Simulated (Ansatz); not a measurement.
HgMe2 (C2H6Hg). Charge 0, multiplicity 3. Geometry PBE0-D4/def2-TZVP, that of the neutral singlet; atoms count from 1.

```xyz
9

Hg    0.0000    0.0001    0.0000
C     0.9506   -0.3435   -1.8356
H     1.4779    0.5532   -2.1673
H     0.2201   -0.6163   -2.5999
H     1.6747   -1.1557   -1.7454
C    -0.9506    0.3435    1.8356
H    -0.2136    0.5311    2.6190
H    -1.5484   -0.5231    2.1250
H    -1.6107    1.2107    1.7686
```

In the def2 sets Hg takes a core potential; there is no spin–orbit coupling. At PBE0-D4/def2-TZVP a singlet of charge 0 lies 5.54 eV below the triplet at the same geometry.

**Question.** Estimate the Mulliken populations from the PBE0/def2-TZVP orbitals of Ansatz.

**Answer.** 
```json
{"atom": "Hg1", "charge (e)": "-0.17", "spin (α − β)": "0.98", "d electrons": "9.76"}
{"atom": "C2", "charge (e)": "-0.49", "spin (α − β)": "0.53", "d electrons": "–"}
{"atom": "H3", "charge (e)": "0.18", "spin (α − β)": "0.00", "d electrons": "–"}
{"atom": "H4", "charge (e)": "0.20", "spin (α − β)": "-0.01", "d electrons": "–"}
{"atom": "H5", "charge (e)": "0.20", "spin (α − β)": "-0.01", "d electrons": "–"}
{"atom": "C6", "charge (e)": "-0.49", "spin (α − β)": "0.53", "d electrons": "–"}
{"atom": "H7", "charge (e)": "0.20", "spin (α − β)": "-0.01", "d electrons": "–"}
{"atom": "H8", "charge (e)": "0.18", "spin (α − β)": "0.00", "d electrons": "–"}
{"atom": "H9", "charge (e)": "0.20", "spin (α − β)": "-0.01", "d electrons": "–"}
```
Mulliken values depend strongly on the basis.

**Question.** Where does the spin sit?

**Answer.** Summed by element: Hg 0.98, C 1.06, H -0.04, of 2 unpaired in all. Largest on single atoms: Hg1 0.98, C6 0.53, C2 0.53.

**Question.** And the Mayer bond orders between heavy atoms (over 0.3)?

**Answer.** Hg1–C2 0.72 (2.10 Å); Hg1–C6 0.72 (2.10 Å).
